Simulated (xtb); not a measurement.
C₅H₁₀N, doublet, geometry from GFN2-xTB; GFN2-xTB run with xtb 6.7.1.

The xtb input:
```
$ xtb mol.xyz --gfn 2 --chrg 0 --uhf 1 --json

# file mol.xyz
16

C      0.45442665     1.88359262     0.88517973
N      0.76851373     0.83175148     0.32971994
C     -0.05620880    -0.25569341    -0.12075115
C      0.42485553    -1.51375230     0.61128314
C      0.18373579    -0.40343272    -1.62760514
C     -1.54427029    -0.01227668     0.16022372
H      1.19965353     2.61297469     1.16664007
H      0.26563510    -1.40942486     1.68218002
H     -0.12139352    -2.38426540     0.25782081
H      1.48634683    -1.66779021     0.43333826
H     -0.36583911    -1.25863080    -2.01194923
H     -0.14710987     0.49120267    -2.15031362
H      1.24304071    -0.54740271    -1.82585136
H     -1.70550430     0.11184399     1.22835626
H     -1.87493762     0.89205855    -0.34489642
H     -2.13472114    -0.85345131    -0.19334609
```

What the program printed (banner, timings and long lists left out):

```
   ID    Z sym.   atoms
    1    6 C      1, 3-6
    2    7 N      2
    3    1 H      7-16

           -------------------------------------------------
          |                Calculation Setup                |
           -------------------------------------------------

           -------------------------------------------------
          |                 G F N 2 - x T B                 |
           -------------------------------------------------

          ...................................................
          :                      SETUP                      :
          :.................................................:
          :  # basis functions                  34          :
          :  # atomic orbitals                  34          :
          :  # shells                           22          :
          :  # electrons                        35          :
          :  max. iterations                   250          :
          :  Hamiltonian                  GFN2-xTB          :
          :  restarted?                      false          :
          :  GBSA solvation                  false          :
          :  PC potential                    false          :
          :  electronic temp.          300.0000000     K    :
          :  accuracy                    1.0000000          :
          :  -> integral cutoff          0.2500000E+02      :
          :  -> integral neglect         0.1000000E-07      :
          :  -> SCF convergence          0.1000000E-05 Eh   :
          :  -> wf. convergence          0.1000000E-03 e    :
          :  Broyden damping             0.4000000          :
          :  net charge                          0          :
          :  unpaired electrons                  1          :
          ...................................................

 iter      E             dE          RMSdq      gap      omega  full diag
   1    -18.8610420 -0.188610E+02  0.316E+00    2.03       0.0  T
   2    -18.8805231 -0.194811E-01  0.250E+00    1.91       1.0  T
   3    -18.9044437 -0.239206E-01  0.129E+00    1.87       1.0  T
   4    -18.9088514 -0.440771E-02  0.402E-01    1.80       1.0  T
   5    -18.9093733 -0.521941E-03  0.106E-01    1.81       1.0  T
   6    -18.9094067 -0.333690E-04  0.385E-02    1.81       1.0  T
   7    -18.9094094 -0.268691E-05  0.649E-03    1.81       3.9  T
   8    -18.9094100 -0.589593E-06  0.180E-03    1.81      13.9  T
   9    -18.9094100 -0.207973E-08  0.598E-04    1.81      41.8  T
  10    -18.9094100 -0.138747E-08  0.131E-04    1.81     191.3  T

   *** convergence criteria satisfied after 10 iterations ***

         :::::::::::::::::::::::::::::::::::::::::::::::::::::
         ::                     SUMMARY                     ::
         :::::::::::::::::::::::::::::::::::::::::::::::::::::
         :: total energy             -18.627825561126 Eh    ::
         :: gradient norm              0.000061665248 Eh/a0 ::
         :: HOMO-LUMO gap              1.812172554785 eV    ::
         ::.................................................::
         :: SCC energy               -18.909380763213 Eh    ::
         :: -> isotropic ES            0.006352236848 Eh    ::
         :: -> anisotropic ES          0.004740423791 Eh    ::
         :: -> anisotropic XC          0.016123522506 Eh    ::
         :: -> dispersion             -0.009697925896 Eh    ::
         :: repulsion energy           0.281555202087 Eh    ::
         :: add. restraining           0.000000000000 Eh    ::
         :: total charge              -0.000000000000 e     ::
         :::::::::::::::::::::::::::::::::::::::::::::::::::::

           -------------------------------------------------
          |                Property Printout                |
           -------------------------------------------------

    * Orbital Energies and Occupations

         #    Occupation            Energy/Eh            Energy/eV
      -------------------------------------------------------------
         1        2.0000           -0.6473294             -17.6147
       ...           ...                  ...                  ...
         6        2.0000           -0.5303841             -14.4325
         7        2.0000           -0.5109237             -13.9029
         8        2.0000           -0.5093871             -13.8611
         9        2.0000           -0.4955390             -13.4843
        10        2.0000           -0.4770887             -12.9822
        11        2.0000           -0.4754148             -12.9367
        12        2.0000           -0.4555194             -12.3953
        13        2.0000           -0.4550621             -12.3829
        14        2.0000           -0.4530649             -12.3285
        15        2.0000           -0.4463450             -12.1457
        16        2.0000           -0.4286303             -11.6636
        17        2.0000           -0.4246679             -11.5558
        18        1.0000           -0.2825253              -7.6879 (HOMO)
        19                         -0.2159292              -5.8757 (LUMO)
        20                          0.0520365               1.4160
        21                          0.0913310               2.4852
        22                          0.1031180               2.8060
        23                          0.1087505               2.9593
        24                          0.1468826               3.9969
        25                          0.1966452               5.3510
        26                          0.1974973               5.3742
        27                          0.2262059               6.1554
        28                          0.2271461               6.1810
        29                          0.2356126               6.4113
       ...                                ...                  ...
        34                          0.6519545              17.7406
      -------------------------------------------------------------
                  HL-Gap            0.0665961 Eh            1.8122 eV
             Fermi-level           -0.3014119 Eh           -8.2018 eV

     #   Z          covCN         q      C6AA      α(0)
     1   6 C        1.849    -0.067    32.969     9.275
     2   7 N        1.835    -0.135    24.700     7.365
     3   6 C        3.844     0.097    18.961     6.194
     4   6 C        3.763    -0.110    22.640     6.783
     5   6 C        3.763    -0.110    22.640     6.783
     6   6 C        3.757    -0.113    22.717     6.796
     7   1 H        0.926     0.049     2.336     2.390
     8   1 H        0.925     0.042     2.429     2.437
     9   1 H        0.925     0.042     2.429     2.437
    10   1 H        0.925     0.047     2.356     2.400
    11   1 H        0.925     0.042     2.429     2.437
    12   1 H        0.925     0.042     2.429     2.437
    13   1 H        0.925     0.047     2.356     2.400
    14   1 H        0.925     0.044     2.393     2.419
    15   1 H        0.925     0.044     2.393     2.419
    16   1 H        0.925     0.040     2.446     2.446

 Mol. C6AA /au·bohr⁶  :       2004.300257
 Mol. C8AA /au·bohr⁸  :      43262.154469
 Mol. α(0) /au        :         67.419354

Wiberg/Mayer (AO) data.
largest (>0.10) Wiberg bond orders for each atom

 ---------------------------------------------------------------------------
     #   Z sym  total        # sym  WBO       # sym  WBO       # sym  WBO
 ---------------------------------------------------------------------------
     1   6 C    3.337 --     2 N    2.271     7 H    0.955
     2   7 N    3.332 --     1 C    2.271     3 C    0.989
     3   6 C    3.975 --     2 N    0.989     5 C    0.981     4 C    0.981
                             6 C    0.979
     4   6 C    3.995 --     8 H    0.986    10 H    0.985     9 H    0.984
                             3 C    0.981
     5   6 C    3.995 --    12 H    0.986    13 H    0.985    11 H    0.984
                             3 C    0.981
     6   6 C    3.994 --    15 H    0.985    14 H    0.985    16 H    0.985
                             3 C    0.979
     7   1 H    0.996 --     1 C    0.955
     8   1 H    0.998 --     4 C    0.986
     9   1 H    0.998 --     4 C    0.984
    10   1 H    0.998 --     4 C    0.985
    11   1 H    0.998 --     5 C    0.984
    12   1 H    0.998 --     5 C    0.986
    13   1 H    0.998 --     5 C    0.985
    14   1 H    0.998 --     6 C    0.985
    15   1 H    0.998 --     6 C    0.985
    16   1 H    0.998 --     6 C    0.985
 ---------------------------------------------------------------------------

Topologies differ in total number of bonds
Writing topology from bond orders to xtbtopo.mol

molecular dipole:
                 x           y           z       tot (Debye)
 q only:       -0.196      -0.392      -0.173
   full:       -0.138      -0.346      -0.157       1.026
molecular quadrupole (traceless):
                xx          xy          yy          xz          yz          zz
 q only:       -0.096      -0.313      -0.066      -0.124      -0.096       0.162
  q+dip:       -0.208       1.056       0.651       0.476       0.535      -0.443
   full:       -0.410       0.970       0.216       0.561      -0.164       0.194

           -------------------------------------------------
          | TOTAL ENERGY              -18.627825561126 Eh   |
          | GRADIENT NORM               0.000061665248 Eh/α |
          | HOMO-LUMO GAP               1.812172554785 eV   |
           -------------------------------------------------

normal termination of xtb
```
